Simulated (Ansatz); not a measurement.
C2H3NO, SMILES `C=NC=O` (C–N–C–O torsion 67°) (charge 0, multiplicity 1).

The numbers are results of frozen-core CCSD(T)/6-31g // B3LYP-D3(BJ)/def2-TZVP (Ansatz, a first-principles code), not measurements.

Ansatz 0.2 input:
```yaml
crystal:
  periodic: [false, false, false]
  atoms:
    - { symbol: C, position_ang: [1.154847, 0.001628, -0.076513] }
    - { symbol: N, position_ang: [0.070295, -0.58515, -0.338619] }
    - { symbol: C, position_ang: [-1.163981, -0.083623, 0.076523] }
    - { symbol: O, position_ang: [-1.657057, 0.939303, -0.321146] }
    - { symbol: H, position_ang: [2.086428, -0.401107, -0.467821] }
    - { symbol: H, position_ang: [1.210436, 0.907238, 0.533504] }
    - { symbol: H, position_ang: [-1.687313, -0.778917, 0.755787] }
basis:
  gaussian: { orbitals: "6-31g" }
correlation:
  method: ccsd_t
```

Output:

```
Functional definition: HF
557 factors; integrals over basis functions are off by at most 2.6e-4 eV
mean field evaluation 1: about -5619.8937 eV, gradient 3.7e1 eV
mean field evaluation 2: about -5619.9051 eV, gradient 3.7e1 eV
mean field evaluation 4: about -5623.1315 eV, gradient 3.4e0 eV
mean field evaluation 8: about -5623.1948 eV, gradient 2.3e-1 eV
mean field evaluation 16: about -5621.7489 eV, gradient 2.8e1 eV
mean field -5623.19513823 eV, -206.6486097915 hartree, gradient 1.2e-6 eV, S^2 0.000000; 0 other end points of the search recorded, 0 dependent functions left out; unrestricted orbitals would lower it
4 core orbitals not correlated
reference -5623.19513823 eV, -206.6486097915 hartree; 11, 11 occupied and 27, 27 virtual orbitals, 557 factors
second order -11.20111145 eV of doubles, -0.00000000 eV of singles
cycle   1  -11.09921126 eV  change    1.0e-1 eV  update   1.1e-1
cycle   2  -11.55478226 eV  change   -4.6e-1 eV  update   3.7e-2
cycle   3  -11.71158524 eV  change   -1.6e-1 eV  update   2.0e-2
cycle   4  -11.71329795 eV  change   -1.7e-3 eV  update   5.0e-3
cycle   5  -11.71427061 eV  change   -9.7e-4 eV  update   2.3e-3
cycle   6  -11.71480706 eV  change   -5.4e-4 eV  update   9.7e-4
cycle   7  -11.71419015 eV  change    6.2e-4 eV  update   5.7e-4
cycle   8  -11.71414746 eV  change    4.3e-5 eV  update   2.7e-4
cycle   9  -11.71431560 eV  change   -1.7e-4 eV  update   1.1e-4
cycle  10  -11.71428933 eV  change    2.6e-5 eV  update   4.3e-5
cycle  11  -11.71428437 eV  change    5.0e-6 eV  update   1.9e-5
perturbative correction -0.38194940 eV, -0.0140363814 hartree
Total energy: -5635.29137200 eV, -207.0931381833 hartree
```
